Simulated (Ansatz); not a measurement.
Coupled-cluster run, `Cl[SiH2]O[SiH2]Cl`.

```yaml
crystal:
  periodic: [false, false, false]
  atoms:
    - {symbol: Cl, position_ang: [-1.749619, 1.874969, 0.527497]}
    - {symbol: Si, position_ang: [-0.054961, 0.955993, 1.221384]}
    - {symbol: O, position_ang: [0.171309, -0.451669, 0.434796]}
    - {symbol: Si, position_ang: [0.147947, -1.169180, -1.026729]}
    - {symbol: Cl, position_ang: [1.077453, 0.029417, -2.404154]}
    - {symbol: H, position_ang: [1.081760, 1.866911, 0.979544]}
    - {symbol: H, position_ang: [-0.245978, 0.652633, 2.652377]}
    - {symbol: H, position_ang: [0.904416, -2.431691, -0.926534]}
    - {symbol: H, position_ang: [-1.243928, -1.373785, -1.475280]}
basis:
  gaussian: {orbitals: def2-TZVPP}
correlation: {method: ccsd_t}
output: {orbitals: {seedname: orbitals}}
```

```sh
$ ansatz run in.yaml --threads 4 --pin off --events-out ev --progress --plain
```

Log, shortened:

```
Functional definition: HF
1490 factors; integrals over basis functions are off by at most 8.7e-4 eV
mean field evaluation 1: about -42836.8976 eV, gradient 3.8e1 eV
mean field evaluation 2: about -42837.2349 eV, gradient 3.9e1 eV
mean field evaluation 4: about -42840.3762 eV, gradient 3.5e0 eV
mean field evaluation 8: about -42840.4340 eV, gradient 2.2e-1 eV
mean field -42840.43426849 eV, -1574.3569210776 hartree, gradient 5.2e-6 eV, S^2 0.000000; 0 other end points of the search recorded, 0 dependent functions left out
21 core orbitals not correlated: weight in the atoms' cores, before any rotation towards them, 1.000 or more for the frozen orbitals, at most 0.000 for the correlated occupied ones
reference -42840.43426849 eV, -1574.3569210776 hartree; 16, 16 occupied and 218, 218 virtual orbitals, 1490 factors
second order -23.09065818 eV of doubles, -0.00000000 eV of singles
cycle   1  -24.04081728 eV  change   -9.5e-1 eV  update   9.9e-2
cycle   2  -24.60797813 eV  change   -5.7e-1 eV  update   2.9e-2
cycle   3  -24.71849976 eV  change   -1.1e-1 eV  update   1.4e-2
cycle   4  -24.70652201 eV  change    1.2e-2 eV  update   2.8e-3
cycle   5  -24.70520073 eV  change    1.3e-3 eV  update   1.1e-3
cycle   6  -24.70547351 eV  change   -2.7e-4 eV  update   3.1e-4
cycle   7  -24.70529681 eV  change    1.8e-4 eV  update   1.0e-4
cycle   8  -24.70530492 eV  change   -8.1e-6 eV  update   2.9e-5
perturbative correction -0.94975583 eV, -0.0349028830 hartree
Total energy: -42866.08932924 eV, -1575.2997271706 hartree
```

It took 100 s on 4 threads of a server CPU on a shared host, with 5.1 GiB of host memory at the peak.

The correlation energy is -25.655 eV, 3.7 % of it from (T); the T1 diagnostic reads 0.0101.
